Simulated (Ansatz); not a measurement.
## What each rung costs, and what it gives

The pair of Cu⁺ (SMILES [Cu+], atom 1) and SiH4O (SMILES [SiH3]O, atoms 2–7), both closed shells, in one local arrangement (a lower one may exist), relaxed at PBE0-D4/def2-TZVP:

| atom | x (Å) | y (Å) | z (Å) |
| --- | --- | --- | --- |
| Cu1 | 0.3261 | 1.3741 | -2.0934 |
| Si2 | 0.0381 | -0.1153 | 0.8003 |
| O3 | -0.1314 | -0.0872 | -0.9223 |
| H4 | 0.9729 | -1.2084 | 1.1262 |
| H5 | 0.5955 | 1.2297 | 1.0501 |
| H6 | -1.3105 | -0.3076 | 1.3653 |
| H7 | -0.4905 | -0.8853 | -1.3262 |

Interaction energies are counterpoise-corrected; the time is that of the whole pair.

Program: Ansatz 0.2.0. Basis: as named in each row. Cores are frozen in the correlated methods. The 3s and 3p shells of Cu and Zn are frozen; filled d shells are correlated. B3LYP uses VWN-RPA correlation. Extrapolation: Hartree–Fock as exp(−7.88 √X), correlation as X^−2.97.

Times are rough, for one single point on 4 threads of a shared host (Arm Neoverse V2).

The estimate by CCSD(T) at an estimated basis limit (MP2 extrapolated from triple and quadruple zeta, plus CCSD(T) − MP2 in triple zeta) is -1.898 eV.

| method | basis | time (s) | interaction energy (eV) | method less estimate |
| --- | --- | --- | --- | --- |
| SPW92 | def2-SVP | under 1 | -2.557 | -0.660 |
| B3LYP-D4 | 6-31G | under 1 | -2.639 | -0.741 |
| PBE-D4 | def2-SVP | under 1 | -2.140 | -0.242 |
| HF | STO-3G | under 1 | -1.898 | 0.000 |
| PBE0-D4 | def2-SVP | under 1 | -1.994 | -0.096 |
| CCSD(T) | def2-SVP | 1 | -1.645 | 0.252 |
| PBE-D4 | def2-TZVPPD | 2 | -2.149 | -0.251 |
| revPBE-D4 | def2-TZVPPD | 2 | -1.979 | -0.082 |
| BLYP-D4 | def2-TZVPPD | 2 | -2.149 | -0.251 |
| PBE0-D4 | def2-TZVPPD | 2 | -1.979 | -0.081 |
| B3LYP-D4 | def2-TZVPPD | 2 | -2.037 | -0.139 |
| HSE06-D4 | def2-TZVPPD | 2 | -1.972 | -0.074 |
| r2SCAN-D4 | def2-TZVPPD | 4 | -2.189 | -0.291 |
| wB97M-V | def2-SVP | 4 | -1.985 | -0.087 |
| wB97X-V | def2-TZVPPD | 6 | -1.941 | -0.043 |
| B2PLYP | def2-TZVPPD | 6 | -1.917 | -0.020 |
| wB97M-V | def2-TZVPPD | 8 | -1.922 | -0.024 |
| PBE-D4 | STO-3G | 8 | -3.412 | -1.514 |
| B97M-V | def2-TZVPPD | 8 | -2.121 | -0.223 |
| MP2 | def2-QZVPPD | 11 | -1.891 | 0.007 |
| CCSD(T) | def2-TZVPPD | 52 | -1.750 | 0.148 |

The T1 diagnostic stays at or below 0.020.
